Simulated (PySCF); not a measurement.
Si(H)3(NiPr2) (C₆H₁₇NSi), SMILES CC(C)N([SiH3])C(C)C.

The structure is a stationary point at r2SCAN-D4/def2-SVP. The isomer is the one that the SMILES or the coordinates give; other isomers of the formula were not compared. The values are those of a single conformer.

Method: r2SCAN-D4/def2-SVP (PySCF 2.14.0).

Frequencies are harmonic and unscaled.

```json
[
 {"mode": "1", "ν (cm⁻¹)": "43", "IR (km/mol)": "0.0", "moving atoms (share of kinetic energy)": "C 37 %, H 31 %, Si 24 %"},
 {"mode": "2", "ν (cm⁻¹)": "86", "IR (km/mol)": "0.1", "moving atoms (share of kinetic energy)": "H 79 %, C 16 %"},
 {"mode": "3", "ν (cm⁻¹)": "91", "IR (km/mol)": "0.1", "moving atoms (share of kinetic energy)": "C 59 %, H 40 %"},
 {"mode": "4", "ν (cm⁻¹)": "152", "IR (km/mol)": "1.4", "moving atoms (share of kinetic energy)": "H 45 %, C 36 %, N 17 %"},
 {"mode": "5", "ν (cm⁻¹)": "208", "IR (km/mol)": "0.1", "moving atoms (share of kinetic energy)": "H 37 %, C 35 %, Si 24 %"},
 {"mode": "6", "ν (cm⁻¹)": "222", "IR (km/mol)": "0.1", "moving atoms (share of kinetic energy)": "C 53 %, H 34 %, Si 9 %"},
 {"mode": "7", "ν (cm⁻¹)": "247", "IR (km/mol)": "0.1", "moving atoms (share of kinetic energy)": "H 85 %, C 11 %"},
 {"mode": "8", "ν (cm⁻¹)": "251", "IR (km/mol)": "0.5", "moving atoms (share of kinetic energy)": "H 79 %, C 16 %"},
 {"mode": "9", "ν (cm⁻¹)": "305", "IR (km/mol)": "0.2", "moving atoms (share of kinetic energy)": "H 90 %, C 9 %"},
 {"mode": "10", "ν (cm⁻¹)": "310", "IR (km/mol)": "0.2", "moving atoms (share of kinetic energy)": "H 87 %, C 11 %"},
 {"mode": "11", "ν (cm⁻¹)": "322", "IR (km/mol)": "0.1", "moving atoms (share of kinetic energy)": "C 67 %, H 33 %"},
 {"mode": "12", "ν (cm⁻¹)": "342", "IR (km/mol)": "0.5", "moving atoms (share of kinetic energy)": "H 44 %, C 40 %, Si 14 %"},
 {"mode": "13", "ν (cm⁻¹)": "367", "IR (km/mol)": "0.0", "moving atoms (share of kinetic energy)": "H 53 %, C 36 %, N 11 %"},
 {"mode": "14", "ν (cm⁻¹)": "434", "IR (km/mol)": "1.5", "moving atoms (share of kinetic energy)": "C 56 %, H 41 %"},
 {"mode": "15", "ν (cm⁻¹)": "484", "IR (km/mol)": "5.0", "moving atoms (share of kinetic energy)": "C 38 %, H 30 %, Si 17 %, N 14 %"},
 {"mode": "16", "ν (cm⁻¹)": "509", "IR (km/mol)": "10.1", "moving atoms (share of kinetic energy)": "C 31 %, N 29 %, H 29 %, Si 11 %"},
 {"mode": "17", "ν (cm⁻¹)": "666", "IR (km/mol)": "4.5", "moving atoms (share of kinetic energy)": "C 53 %, H 45 %"},
 {"mode": "18", "ν (cm⁻¹)": "693", "IR (km/mol)": "34.6", "moving atoms (share of kinetic energy)": "H 81 %, Si 9 %"},
 {"mode": "19", "ν (cm⁻¹)": "699", "IR (km/mol)": "38.4", "moving atoms (share of kinetic energy)": "H 80 %, Si 11 %"},
 {"mode": "20", "ν (cm⁻¹)": "861", "IR (km/mol)": "2.2", "moving atoms (share of kinetic energy)": "C 53 %, H 37 %, N 9 %"},
 {"mode": "21", "ν (cm⁻¹)": "877", "IR (km/mol)": "2.5", "moving atoms (share of kinetic energy)": "C 53 %, H 33 %, N 10 %"},
 {"mode": "22", "ν (cm⁻¹)": "905", "IR (km/mol)": "0.2", "moving atoms (share of kinetic energy)": "H 84 %, C 16 %"},
 {"mode": "23", "ν (cm⁻¹)": "910", "IR (km/mol)": "0.6", "moving atoms (share of kinetic energy)": "H 85 %, C 15 %"},
 {"mode": "24", "ν (cm⁻¹)": "914", "IR (km/mol)": "66.4", "moving atoms (share of kinetic energy)": "H 95 %"},
 {"mode": "25", "ν (cm⁻¹)": "932", "IR (km/mol)": "1.0", "moving atoms (share of kinetic energy)": "H 67 %, C 32 %"},
 {"mode": "26", "ν (cm⁻¹)": "933", "IR (km/mol)": "1.8", "moving atoms (share of kinetic energy)": "H 67 %, C 32 %"},
 {"mode": "27", "ν (cm⁻¹)": "955", "IR (km/mol)": "145.9", "moving atoms (share of kinetic energy)": "H 94 %"},
 {"mode": "28", "ν (cm⁻¹)": "989", "IR (km/mol)": "245.2", "moving atoms (share of kinetic energy)": "H 91 %"},
 {"mode": "29", "ν (cm⁻¹)": "1013", "IR (km/mol)": "14.2", "moving atoms (share of kinetic energy)": "H 54 %, C 24 %, N 21 %"},
 {"mode": "30", "ν (cm⁻¹)": "1029", "IR (km/mol)": "39.3", "moving atoms (share of kinetic energy)": "N 42 %, H 36 %, C 18 %"},
 {"mode": "31", "ν (cm⁻¹)": "1135", "IR (km/mol)": "0.3", "moving atoms (share of kinetic energy)": "C 58 %, H 42 %"},
 {"mode": "32", "ν (cm⁻¹)": "1141", "IR (km/mol)": "19.4", "moving atoms (share of kinetic energy)": "C 57 %, H 41 %"},
 {"mode": "33", "ν (cm⁻¹)": "1158", "IR (km/mol)": "0.8", "moving atoms (share of kinetic energy)": "H 48 %, C 47 %"},
 {"mode": "34", "ν (cm⁻¹)": "1162", "IR (km/mol)": "1.8", "moving atoms (share of kinetic energy)": "C 50 %, H 47 %"},
 {"mode": "35", "ν (cm⁻¹)": "1210", "IR (km/mol)": "38.6", "moving atoms (share of kinetic energy)": "C 46 %, H 38 %, N 15 %"},
 {"mode": "36", "ν (cm⁻¹)": "1230", "IR (km/mol)": "184.4", "moving atoms (share of kinetic energy)": "C 52 %, N 32 %, H 16 %"},
 {"mode": "37", "ν (cm⁻¹)": "1325", "IR (km/mol)": "4.6", "moving atoms (share of kinetic energy)": "H 74 %, C 26 %"},
 {"mode": "38", "ν (cm⁻¹)": "1335", "IR (km/mol)": "3.9", "moving atoms (share of kinetic energy)": "H 76 %, C 24 %"},
 {"mode": "39", "ν (cm⁻¹)": "1368", "IR (km/mol)": "21.3", "moving atoms (share of kinetic energy)": "H 74 %, C 26 %"},
 {"mode": "40", "ν (cm⁻¹)": "1370", "IR (km/mol)": "10.5", "moving atoms (share of kinetic energy)": "H 72 %, C 28 %"},
 {"mode": "41", "ν (cm⁻¹)": "1374", "IR (km/mol)": "4.4", "moving atoms (share of kinetic energy)": "H 81 %, C 16 %"},
 {"mode": "42", "ν (cm⁻¹)": "1388", "IR (km/mol)": "2.9", "moving atoms (share of kinetic energy)": "H 80 %, C 20 %"},
 {"mode": "43", "ν (cm⁻¹)": "1394", "IR (km/mol)": "12.1", "moving atoms (share of kinetic energy)": "H 83 %, C 14 %"},
 {"mode": "44", "ν (cm⁻¹)": "1433", "IR (km/mol)": "38.0", "moving atoms (share of kinetic energy)": "H 82 %, C 12 %"},
 {"mode": "45", "ν (cm⁻¹)": "1451", "IR (km/mol)": "1.5", "moving atoms (share of kinetic energy)": "H 96 %"},
 {"mode": "46", "ν (cm⁻¹)": "1451", "IR (km/mol)": "2.1", "moving atoms (share of kinetic energy)": "H 96 %"},
 {"mode": "47", "ν (cm⁻¹)": "1456", "IR (km/mol)": "1.6", "moving atoms (share of kinetic energy)": "H 95 %"},
 {"mode": "48", "ν (cm⁻¹)": "1458", "IR (km/mol)": "6.1", "moving atoms (share of kinetic energy)": "H 96 %"},
 {"mode": "49", "ν (cm⁻¹)": "1470", "IR (km/mol)": "0.3", "moving atoms (share of kinetic energy)": "H 96 %"},
 {"mode": "50", "ν (cm⁻¹)": "1476", "IR (km/mol)": "7.7", "moving atoms (share of kinetic energy)": "H 96 %"},
 {"mode": "51", "ν (cm⁻¹)": "1478", "IR (km/mol)": "6.6", "moving atoms (share of kinetic energy)": "H 95 %"},
 {"mode": "52", "ν (cm⁻¹)": "1491", "IR (km/mol)": "2.6", "moving atoms (share of kinetic energy)": "H 92 %"},
 {"mode": "53", "ν (cm⁻¹)": "2154", "IR (km/mol)": "167.5", "moving atoms (share of kinetic energy)": "H 96 %"},
 {"mode": "54", "ν (cm⁻¹)": "2195", "IR (km/mol)": "131.3", "moving atoms (share of kinetic energy)": "H 97 %"},
 {"mode": "55", "ν (cm⁻¹)": "2224", "IR (km/mol)": "115.7", "moving atoms (share of kinetic energy)": "H 97 %"},
 {"mode": "56", "ν (cm⁻¹)": "2979", "IR (km/mol)": "23.2", "moving atoms (share of kinetic energy)": "H 92 %"},
 {"mode": "57", "ν (cm⁻¹)": "3016", "IR (km/mol)": "17.3", "moving atoms (share of kinetic energy)": "H 92 %"},
 {"mode": "58", "ν (cm⁻¹)": "3030", "IR (km/mol)": "21.1", "moving atoms (share of kinetic energy)": "H 97 %"},
 {"mode": "59", "ν (cm⁻¹)": "3033", "IR (km/mol)": "25.7", "moving atoms (share of kinetic energy)": "H 97 %"},
 {"mode": "60", "ν (cm⁻¹)": "3036", "IR (km/mol)": "9.4", "moving atoms (share of kinetic energy)": "H 97 %"},
 {"mode": "61", "ν (cm⁻¹)": "3039", "IR (km/mol)": "26.7", "moving atoms (share of kinetic energy)": "H 97 %"},
 {"mode": "62", "ν (cm⁻¹)": "3121", "IR (km/mol)": "14.8", "moving atoms (share of kinetic energy)": "H 91 %, C 9 %"},
 {"mode": "63", "ν (cm⁻¹)": "3126", "IR (km/mol)": "15.0", "moving atoms (share of kinetic energy)": "H 91 %, C 9 %"},
 {"mode": "64", "ν (cm⁻¹)": "3128", "IR (km/mol)": "68.1", "moving atoms (share of kinetic energy)": "H 91 %, C 9 %"},
 {"mode": "65", "ν (cm⁻¹)": "3131", "IR (km/mol)": "10.9", "moving atoms (share of kinetic energy)": "H 91 %, C 9 %"},
 {"mode": "66", "ν (cm⁻¹)": "3142", "IR (km/mol)": "17.3", "moving atoms (share of kinetic energy)": "H 90 %, C 10 %"},
 {"mode": "67", "ν (cm⁻¹)": "3145", "IR (km/mol)": "5.3", "moving atoms (share of kinetic energy)": "H 91 %, C 9 %"},
 {"mode": "68", "ν (cm⁻¹)": "3147", "IR (km/mol)": "23.1", "moving atoms (share of kinetic energy)": "H 91 %, C 9 %"},
 {"mode": "69", "ν (cm⁻¹)": "3153", "IR (km/mol)": "19.2", "moving atoms (share of kinetic energy)": "H 91 %, C 9 %"}
]
```
